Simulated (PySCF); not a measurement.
Bi⁷⁹⁺ (bismuth, charge +79): Hartree-Fock from Schrödinger to Dirac-Coulomb-Breit

Occupied: 1s1/2, 2s1/2. Hartree-Fock calculated with PySCF 2.14 in an uncontracted even-tempered set (15 s from 24 bohr⁻², ratio 2.7; 13 p from 28 bohr⁻², ratio 2.7), Gaussian nucleus throughout. NR is non-relativistic, sf-X2C the spin-free one-electron X2C Hamiltonian, X2C adds the bare one-electron spin-orbit term, X2C-SNSO screens it by Boettger's factors, DC is four-component Dirac-Coulomb, and the Gaunt and Breit terms are added at first order (total energies over the DC spinors, levels after relaxing the spinors in that mean field). QED terms are absent. Levels marked empty are virtual spinors of this ion.

| level (eV) | NR | sf-X2C | X2C | X2C-SNSO |
| --- | --- | --- | --- | --- |
| 1s1/2 | -91430.3 | -101464.9 | -101464.9 | -101464.9 |
| 2s1/2 | -22204.1 | -25301.9 | -25301.9 | -25301.9 |
| 2p1/2 (empty) | -21730.9 | -22843.9 | -24725.7 | -24669.2 |
| 2p3/2 (empty) | -21730.9 | -22843.9 | -22144.6 | -22160.2 |
| 3s1/2 (empty) | -9597.8 | -10654.1 | -10654.1 | -10654.1 |

Task: Where do the four-component calculations put these levels?

Result: 1s1/2: DC -101599.9, DC+Gaunt -101343.2, DC+Breit -101346.4; 2s1/2: DC -25319.4, DC+Gaunt -25287.5, DC+Breit -25290.7; 2p1/2 (empty): DC -24690.9, DC+Gaunt -24633.0, DC+Breit -24640.2; 2p3/2 (empty): DC -22163.8, DC+Gaunt -22134.3, DC+Breit -22141.7; 3s1/2 (empty): DC -10658.9, DC+Gaunt -10650.0, DC+Breit -10651.3 (eV).

```csv
Hamiltonian,E (hartree),E − E(DC) (hartree),CPU seconds
NR,-8480.7431,1000.8380,0.33
sf-X2C,-9475.9084,5.6728,0.19
X2C,-9475.9084,5.6728,0.19
X2C-SNSO,-9475.9084,5.6728,0.19
DC,-9481.5811,0.0000,3.9
DC+Gaunt,-9470.8569,10.7243,6.8
DC+Breit,-9471.0996,10.4816,51
```

Weight of the small component: 1s1/2 0.101, 2s1/2 0.0250, 2p1/2 0.0248, 2p3/2 0.0222, 3s1/2 0.0106.

Koopmans' value for the highest occupied level at DC+Breit: 25290.7 eV, against an ionisation energy of 25260 ± 140 eV (theoretical estimate listed by NIST; NIST Atomic Spectra Database, ionization energies); the former lacks relaxation, correlation, QED and recoil.

The whole ladder took 64 s of wall time on 1 thread of Neoverse-N1 (shared host), launched as `OMP_NUM_THREADS=1 python relrun2.py TASK.json OUT` (a driver that calls PySCF for each Hamiltonian).
